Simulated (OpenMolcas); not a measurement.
Pb3+: effect of the active space

- Program: OpenMolcas 26.06
- Method: CASSCF
- Basis: ANO-RCC-VDZ
- Scalar Hamiltonian: DKH2, point nucleus
- Spin-orbit coupling: RASSI with atomic mean-field integrals over the reference wave functions, term energies averaged over their components

A. 1 electron in 4 orbitals (6s 6p); 2S+1 = 2 even, 1 root; 2S+1 = 2 odd, 3 roots; cost of the order of 6 core-seconds
B. 1 electron in 8 orbitals (6s 6p 7s 7p); 2S+1 = 2 even, 1 root; 2S+1 = 2 odd, 3 roots; cost about 8 core-seconds

Energies in cm⁻¹ above 6s ²S_1/2, the measured ground level; measured values from Moore, Atomic Energy Levels, vol. III, NSRDS-NBS 35 (1971 reprint of NBS Circular 467, 1958).

| Level | A | B | Measured |
| --- | --- | --- | --- |
| 6s ²S_1/2 | 0.0 | 0.0 | 0.0 |
| 6p ²P°_1/2 | 76706 | 76706 | 76158 |
| 6p ²P°_3/2 | 98202 | 98202 | 97219 |

Deviations, from unrounded energies. A percentage is the sum of absolute deviations over the sum of measured energies, with the sign that they share, or ± where signs differ.

| Against measurement | Levels | A | B |
| --- | --- | --- | --- |
| mean absolute deviation (cm-1) | 2 | 770 | 770 |
| other configurations (%) | 2 | +0.9 | +0.9 |

A, B lie about equally close to measurement. The largest miss of B in the table is 6p ²P°_3/2, by +980 cm-1. The ranking rests on the paired levels alone, and a cruder setting can come out closer through cancelling errors.

Between A and B no level of the table moves by more than 5 cm-1.

Spin-orbit splittings of 6p shells tend to come out small when the coupling is added on scalar orbitals. With one active electron the reference holds no correlation, so core polarisation is missing. The basis is small and was not contracted for so high a charge. With one active electron outside closed inactive shells, the extra shells (7p 7s) add no correlation to the reference (holds for B). Measured partners are found by configuration, term and J. A level has none where our copy of the source lacks it or the pairing is in doubt (some pairs that miss far off the trend of their configuration count as doubtful), and it then counts in no deviation. Levels of configurations outside the active space are missing.

° marks odd parity.
